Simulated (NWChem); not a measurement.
System: C2H5ClSn; SMILES C=[CH][SnH2][Cl]

```xyz
9

Sn    -0.6668     0.0207     0.0020
Cl     1.1718     1.5412     0.0199
C      0.2810    -1.9069    -0.0057
C      1.6199    -2.0230    -0.0004
H     -1.5848     0.3489     1.4310
H     -1.5716     0.3669    -1.4313
H     -0.3614    -2.8059    -0.0141
H      2.1145    -3.0108    -0.0043
H      2.2776    -1.1362     0.0080
```
Atoms are numbered in this order, from 1.

Level: PBE-D3(BJ)/def2-SVP with def2 effective core potentials on Sn (NWChem), optimised geometry, unscaled harmonic frequencies. def2 effective core potentials on Sn; no spin-orbit coupling.

Task: List the harmonic frequencies with IR intensities, and the thermochemistry.

Result: 
```csv
frequency (cm⁻¹),IR intensity (km/mol)
97,0.1
111,2.3
285,6.3
334,3.9
356,34.0
461,23.0
503,5.9
548,48.0
608,144.5
682,111.0
948,14.6
951,6.6
990,19.3
1202,18.3
1357,9.2
1611,1.7
1841,136.8
1853,167.6
3044,11.2
3084,5.5
3141,1.5
```

```
Property                                                                            Value
-----------------------------------------------------------------------  ----------------
zero-point energy                                                           34.3 kcal/mol
thermal correction to the enthalpy at 298.15 K (with zero-point energy)     39.0 kcal/mol
heat capacity Cv                                                         22.0 cal/(mol K)
entropy at 298.15 K and 1 atm (symmetry number 1)                        82.9 cal/(mol K)
```

Rigid rotor and harmonic oscillator; modes under 100 cm⁻¹ make the entropy uncertain.
